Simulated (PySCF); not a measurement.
Molecule: C₃H₁₂Si₂ (charge 0, singlet). SMILES: CCC([SiH3])[SiH3]
Geometry from a B3LYP-D3(BJ)/def2-TZVP (Ansatz) optimisation:
```xyz
17

C      2.5007     0.3677     0.1939
C      1.3261    -0.1795    -0.6145
C     -0.0530     0.3698    -0.1812
Si    -1.4106    -0.2131    -1.3494
Si    -0.4916    -0.0374     1.6072
H      3.4494    -0.0060    -0.1955
H      2.4389     0.0792     1.2449
H      2.5270     1.4591     0.1532
H      1.3166    -1.2716    -0.5431
H      1.4887     0.0504    -1.6720
H     -0.0415     1.4650    -0.2584
H     -1.6404    -1.6698    -1.1829
H     -1.0098     0.0347    -2.7573
H     -2.6817     0.4995    -1.0802
H     -1.9301     0.2262     1.8544
H      0.2915     0.7660     2.5766
H     -0.2213    -1.4737     1.8625
```

Dispersion corrections to the total energy (kcal/mol) from the dftd3 and dftd4 libraries through PySCF: D3(BJ) without and D4 with the three-body term, each with the damping fitted for the functional named.

```csv
functional,D3(BJ),D4
BLYP,___,-20.62
CAM-B3LYP,-8.24,-8.26
B3LYP,-17.35,-15.22
LC-wPBE,___,-10.58
r2SCAN,___,-2.47
TPSSh,-11.75,-11.69
PW6B95,-5.45,-7.76
```

Q: What belongs in the gaps?

A: 
- BLYP, D3(BJ): -21.10
- LC-wPBE, D3(BJ): -9.72
- r2SCAN, D3(BJ): -2.95
